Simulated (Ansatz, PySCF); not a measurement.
Tl(SH)3 in two programs

Tl(SH)3 (singlet), relaxed with PySCF 2.14.0, RKS r2SCAN, Tl def2-SVP with ECP60, S def2-SVP, H def2-SVP; non-relativistic Hamiltonian with scalar-relativistic core potentials where named; density fitting; no spin-orbit coupling:

```xyz
7

Tl    0.0000    0.0000    0.5189
S     2.4225   -0.5195    0.5182
H     2.7568    0.7922    0.5214
S    -0.7614    2.3577    0.5182
H    -2.0644    1.9914    0.5214
S    -1.6611   -1.8382    0.5182
H    -0.6924   -2.7835    0.5214
```

There the HOMO–LUMO gap is 3.09 eV. 

The same geometry by Ansatz 0.2.0 (PBE, PAW, a periodic box with 9 Å of vacuum):

| spin-orbit coupling | gap (eV) | largest force component (eV/Å) |
| --- | --- | --- |
| without | 2.70 | 0.10 |

**Question.** What does the run with spin-orbit coupling give?

**Answer.** gap (eV): 2.72, largest force component (eV/Å): 0.19. It took 11 s on 2 threads of Intel(R) Xeon(R) 6975P-C (Granite Rapids), on a shared host, peak memory 2.1 GiB.

The spin-orbit runs use fully relativistic datasets of their own, so changes of a few hundredths of an eV needn't come from the coupling.

No frequency check is given that shows the relaxed geometry to be a minimum.

The two programs differ in functional, so their gaps don't test each other.
